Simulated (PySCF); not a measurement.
A calculated (r2SCAN0, PySCF 2.14, aug-cc-pVQZ, the non-relativistic Hamiltonian (point nucleus)) atom or ion has these occupied shells.

```csv
shell,electrons,orbital energy (eV),"rms radius, mean of both spins (bohr)"
1s,2,-1284.3,0.152
2s,2,-87.912,0.761
2p,6,-52.012,0.777
3s,2,-5.479,3.44
```

Task: Name the element and its charge.

Result: Mg (magnesium, neutral), in [Ne] 3s2, closed-shell 1S.
